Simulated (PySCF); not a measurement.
Electron correlation in F (fluorine, neutral)

[He] 2s1 2p6, 2S determinant (an excited configuration). Computed with PySCF 2.14 in x2c-TZVPPall (5s3p2d1f, 31 functions), with scalar relativity by spin-free X2C-1e. Frozen: nothing; 9 electrons correlated.

```tsv
level	correlation energy (mhartree)
CCSD	-315.20
(T)	-9.89
CCSD(T)	-325.09
CCSDT	-325.78
```

Diagnostics: T1 = 0.011, D1 = 0.0302, largest double amplitude 0.087.

Cost of the coupled-cluster step: of the order of 0.8 core-seconds, for 9 correlated electrons.

Iterations:

```
CC2 = 0
CCSD nocc = (np.int64(5), np.int64(4)), nmo = (31, 31)
frozen orbitals [[], []]
max_cycle = 100
direct = 0
conv_tol = 1e-08
conv_tol_normt = 1e-06
diis_space = 8
diis_start_cycle = 0
Init t2, MP2 energy = -0.289063071263936
Init E_corr(UCCSD) = -0.289063071264447
cycle = 1  E_corr(UCCSD) = -0.299984555158655  dE = -0.0109214839  norm(t1,t2) = 0.0563999
cycle = 2  E_corr(UCCSD) = -0.307615297016195  dE = -0.00763074186  norm(t1,t2) = 0.0304817
cycle = 3  E_corr(UCCSD) = -0.313973902348326  dE = -0.00635860533  norm(t1,t2) = 0.0199198
cycle = 4  E_corr(UCCSD) = -0.315122127827893  dE = -0.00114822548  norm(t1,t2) = 0.00889265
cycle = 5  E_corr(UCCSD) = -0.315102018766431  dE = 2.01090615e-05  norm(t1,t2) = 0.00477007
cycle = 6  E_corr(UCCSD) = -0.315190621948525  dE = -8.86031821e-05  norm(t1,t2) = 0.00110239
cycle = 7  E_corr(UCCSD) = -0.315203453588927  dE = -1.28316404e-05  norm(t1,t2) = 0.000274517
cycle = 8  E_corr(UCCSD) = -0.315192797654774  dE = 1.06559342e-05  norm(t1,t2) = 6.45049e-05
cycle = 9  E_corr(UCCSD) = -0.315196730898662  dE = -3.93324389e-06  norm(t1,t2) = 1.31521e-05
cycle = 10  E_corr(UCCSD) = -0.315195709015521  dE = 1.02188314e-06  norm(t1,t2) = 3.36066e-06
cycle = 11  E_corr(UCCSD) = -0.315195855780218  dE = -1.46764698e-07  norm(t1,t2) = 4.15105e-06
cycle = 12  E_corr(UCCSD) = -0.315195726738556  dE = 1.29041662e-07  norm(t1,t2) = 6.6061e-07
cycle = 13  E_corr(UCCSD) = -0.315195728677776  dE = -1.93921978e-09  norm(t1,t2) = 3.43912e-08
UCCSD converged
E(UCCSD) = -98.93357787145193  E_corr = -0.3151957286777762
UCCSD(T) correction = -0.00988555456960477
```

This basis was not built for core-valence correlation, so the inner-shell part is incomplete.
